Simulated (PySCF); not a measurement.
# Related systems: photoacid generator ion pair

All values: TDA CAM-B3LYP/def2-SVP, gas phase, PySCF SCF with an in-house response code, fitting set def2-universal-JFIT up to Ne and JKFIT beyond, grid level 1 (kernel 0), vertical, one conformer each, geometries GFN2-xTB; core orbitals frozen in the response, virtual orbitals above 1.5 Eh left out. The lowest 6 singlets were sought, and the brightest is taken among them. The runs took 4 to 40 CPU minutes each on shared server CPUs.

Some members have small gaps, where a closed-shell solution may not be the ground state. Spin-orbit coupling is left out, which matters for the heavier atoms here. The basis has no diffuse functions, so the polarisability comes out too low.

| system | formula | HOMO-LUMO gap / eV | S1 / eV | HOMO / eV | polarisability / bohr³ | T1 (TDA) / eV |
| --- | --- | --- | --- | --- | --- | --- |
| O=S(=O)([O-])C(F)(F)F.c1ccc([I+]c2ccccc2)cc1 | C13H10F3IO3S | 6.45 | 3.34 | -8.47 | 186 | 2.90 |
| c1ccc([B-](c2ccccc2)(c2ccccc2)c2ccccc2)cc1.c1ccc([I+]c2ccccc2)cc1 | C36H30BI | 2.45 | 0.82 | -6.13 | 416 | 0.79 |
| F[B-](F)(F)F.c1ccc([I+]c2ccccc2)cc1 | C12H10BF4I | 7.04 | 4.13 | -8.95 | 167 | 3.57 |
| F[P@OH9-](F)(F)(F)(F)F.c1ccc([I+]c2ccccc2)cc1 | C12H10F6IP | 7.07 | 4.22 | -9.07 | 172 | 3.57 |
| O=S(=O)([O-])c1c(F)c(F)c(F)c(F)c1F.c1ccc([I+]c2ccccc2)cc1 | C18H10F5IO3S | 6.40 | 3.21 | -8.43 | 228 | 2.71 |
| O=S(=O)([O-])C(F)(F)C(F)(F)C(F)(F)C(F)(F)C(F)(F)C(F)(F)C(F)(F)C(F)(F)F.c1ccc([I+]c2ccccc2)cc1 | C20H10F17IO3S | 6.54 | 3.55 | -8.53 | 248 | 3.13 |
